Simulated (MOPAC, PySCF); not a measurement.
[Hf(Cl)3(NH2)], neutral singlet in the gas phase. 

Cartesian coordinates (Å):
```xyz
7

Hf    -0.0168    -0.0611     0.0284
Cl    -1.1742    -1.6255     1.3665
Cl     0.5782     1.8029     1.3410
Cl    -1.2375     0.4168    -1.9278
N      1.7001    -0.9067    -0.5736
H      1.8411    -1.4082    -1.4592
H      2.5663    -0.9587    -0.0233
```
Charge 0, multiplicity 1.

All levels are single points at this geometry (PBE-D3(BJ)/def2-SVP); Pople sets use spherical d functions. Orbital energies aren't observables, and empty levels follow the basis.

B3LYP/6-311+G** (LANL2DZ on Hf) in PySCF gives dipole (D) = 2.88.

Problem. Estimate the dipole (D) from each of these levels: B3LYP-D3(BJ)/def2-TZVP in PySCF; PBE-D3(BJ)/def2-TZVP in PySCF; TPSSh-D3(BJ)/def2-TZVP in PySCF; B3LYP/6-31G* (LANL2DZ on Hf) in PySCF; B3LYP/LANL2DZ in PySCF; BP86/6-31G* (LANL2DZ on Hf) in PySCF; M06-2X/6-31G* (LANL2DZ on Hf) in PySCF; PBE/6-31G* (LANL2DZ on Hf) in PySCF; SVWN5/6-31G* (LANL2DZ on Hf) in PySCF; HF/6-31G* (LANL2DZ on Hf) in PySCF; PM6 in MOPAC; PM7 in MOPAC.

Solution. 
```tsv
level	dipole (D)
B3LYP-D3(BJ)/def2-TZVP in PySCF	2.66
PBE-D3(BJ)/def2-TZVP in PySCF	2.67
TPSSh-D3(BJ)/def2-TZVP in PySCF	2.69
B3LYP/6-31G* (LANL2DZ on Hf) in PySCF	3.25
B3LYP/LANL2DZ in PySCF	3.54
BP86/6-31G* (LANL2DZ on Hf) in PySCF	3.26
M06-2X/6-31G* (LANL2DZ on Hf) in PySCF	3.33
PBE/6-31G* (LANL2DZ on Hf) in PySCF	3.25
SVWN5/6-31G* (LANL2DZ on Hf) in PySCF	3.29
HF/6-31G* (LANL2DZ on Hf) in PySCF	3.33
PM6 in MOPAC	3.23
PM7 in MOPAC	3.96
```
